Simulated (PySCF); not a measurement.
# Deuteron quadrupole couplings in `CC[C@@H]1C[SiH2]N[Si@@H]1O[SiH3]`

Compound: C4H15NOSi3.
Geometry (GFN2-xTB, Å), atoms numbered from 1 in this order:
```xyz
24
C4H15NOSi3 angstrom
C      2.4486   -1.3380   -0.3639
C      1.7367   -0.3589    0.5598
C      0.8571    0.6255   -0.2088
C      0.2454    1.6796    0.7293
Si    -1.2191    2.5152   -0.1447
N     -1.6205    1.1980   -1.1932
Si    -0.5663   -0.1723   -1.1912
O     -1.2122   -1.4560   -0.4292
Si    -1.9963   -2.1004    0.8329
H      3.0951   -2.0033    0.2051
H      3.0589   -0.8041   -1.0898
H      1.7227   -1.9408   -0.9048
H      1.1178   -0.9212    1.2641
H      2.4804    0.1951    1.1429
H      1.4974    1.1529   -0.9248
H     -0.1210    1.1759    1.6270
H      1.0103    2.3829    1.0629
H     -0.8317    3.6924   -0.9344
H     -2.3333    2.8390    0.7532
H     -2.4636    1.2029   -1.7377
H     -0.3097   -0.6774   -2.5350
H     -1.7703   -3.5343    0.6703
H     -3.4087   -1.7345    0.7304
H     -1.4296   -1.5983    2.0872
```

Level: PBE0/pcSseg-1 (PySCF, non-relativistic); Q(2H) = 0.00286 b; rigid geometry, the same for H and D, with no vibrational averaging.

Problem. Rank these positions by the coupling χzz of a deuteron there, largest first.
A. H14 (methylene hydrogen)
B. H21 (Si–H hydrogen)
C. H18 (Si–H hydrogen)
D. H20 (N–H hydrogen)
E. H16 (methylene hydrogen)
F. H10 (methyl hydrogen)

Solution. D (300 kHz), F (212 kHz), E (208 kHz), A (201 kHz), B (110 kHz), C (105 kHz).

Problem. What are Vzz, η and χzz (234.96 MHz × Q × Vzz) at all hydrogens?

Solution. 
| atom | bonded to | bond length (Å) | Vzz (au) | η | χzz (kHz) |
| --- | --- | --- | --- | --- | --- |
| H10 | C1 | 1.088 | 0.3154 | 0.01 | 212 |
| H11 | C1 | 1.088 | 0.3140 | 0.02 | 211 |
| H12 | C1 | 1.088 | 0.3132 | 0.03 | 210 |
| H13 | C2 | 1.093 | 0.3017 | 0.02 | 203 |
| H14 | C2 | 1.095 | 0.2988 | 0.02 | 201 |
| H15 | C3 | 1.096 | 0.3016 | 0.04 | 203 |
| H16 | C4 | 1.093 | 0.3089 | 0.03 | 208 |
| H17 | C4 | 1.091 | 0.3142 | 0.03 | 211 |
| H18 | Si5 | 1.469 | 0.1570 | 0.01 | 105 |
| H19 | Si5 | 1.467 | 0.1585 | 0.02 | 107 |
| H20 | N6 | 1.004 | 0.4464 | 0.13 | 300 |
| H21 | Si7 | 1.458 | 0.1643 | 0.02 | 110 |
| H22 | Si9 | 1.461 | 0.1621 | 0.01 | 109 |
| H23 | Si9 | 1.463 | 0.1605 | 0.03 | 108 |
| H24 | Si9 | 1.465 | 0.1584 | 0.04 | 106 |

Problem. Average by the element that carries the hydrogen.

Solution. on C: 207 kHz over 8 positions, mean bond length 1.092 Å; on Si: 108 kHz over 6 positions, mean bond length 1.464 Å; on N: 300 kHz over 1 position, mean bond length 1.004 Å.

Problem. How does χzz go with the bond length over the 8 C–H bonds?

Solution. A straight-line fit has a slope of -12.6 kHz for each 0.01 Å, with a correlation coefficient of -0.90, over lengths from 1.088 to 1.096 Å. The longer bonds have the smaller couplings here.

One conformer (not necessarily the lowest) at the GFN2-xTB geometry, without solvent, vibrations or thermal averaging. GFN2-xTB frequencies show an imaginary mode (28i cm⁻¹), so this geometry is no minimum at that level. GFN2-xTB bond lengths can be off by several hundredths of an ångström, more for odd bonds, and the gradients follow them. With so small a basis the couplings can be 20 % off.

These values come from a run that also computed NMR shieldings. On one thread of an Intel Xeon at 2.50 GHz, shared host with 64 logical CPUs at a one-minute load of 61, this took 2.6 min and 1.1 GiB of memory at its peak.
